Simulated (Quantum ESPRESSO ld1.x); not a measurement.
Question: Ne+, configuration [He] 2s2 2p5. All-electron calculation, Dirac Kohn-Sham, LDA (Slater exchange, VWN5 correlation), spin-unpolarised, spherical densities, point nucleus; open shells fill j = l - 1/2 first. Program: ld1.x of Quantum ESPRESSO 7.5.

Spin-orbit splittings of the eigenvalues, e(l+1/2) - e(l-1/2), with zeta = 2 splitting/(2l+1) and mean radii in bohr:

shell  occ.  splitting (eV)  zeta (eV)  <r> j=l-1/2  <r> j=l+1/2
2p        5          0.1170    0.07801       0.8819       0.8840
3p        0               ?          ?        4.666        4.673

Estimate the 3p splitting.

Answer: 0.008163 eV (zeta = 0.005442 eV).
